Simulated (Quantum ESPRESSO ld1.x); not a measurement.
Values are calculated unless marked as measured or tabulated.
Task: The aim is neutral niobium in [Kr] 4d4 5s1. This ld1.x (Quantum ESPRESSO 7.5) run was made with `OMP_NUM_THREADS=1 ld1.x < ld1.in > ld1.out`. Can the result be used? Name any fault.

```
 &input
    zed=41.0,
    iswitch=1,
    rel=2,
    dft='PZ',
    config='[Kr] 4d4 5s1 2d1',
    verbosity='high',
    lsmall=.true.,
    prefix='ld1',
    max_out_wfc=37,
    file_charge='ld1.rho',
 /
```

Output (excerpt):

```
     Program LD1 v.7.5 starts

 %%%%%%%%%%%%%%%%%%%%%%%%%%%%%%%%%%%%%%%%%%%%%%%%%%%%%%%%%%%%%%%%%%%%%%%%%%%%%%
     Error in routine el_config (11):
     main/angular quantum number mismatch
 %%%%%%%%%%%%%%%%%%%%%%%%%%%%%%%%%%%%%%%%%%%%%%%%%%%%%%%%%%%%%%%%%%%%%%%%%%%%%%

     stopping ...
```

Result: No (refused). The line at issue: config='[Kr] 4d4 5s1 2d1'. The program stops in el_config with "main/angular quantum number mismatch": l must be smaller than n. The sound input gives -3816.06 hartree.
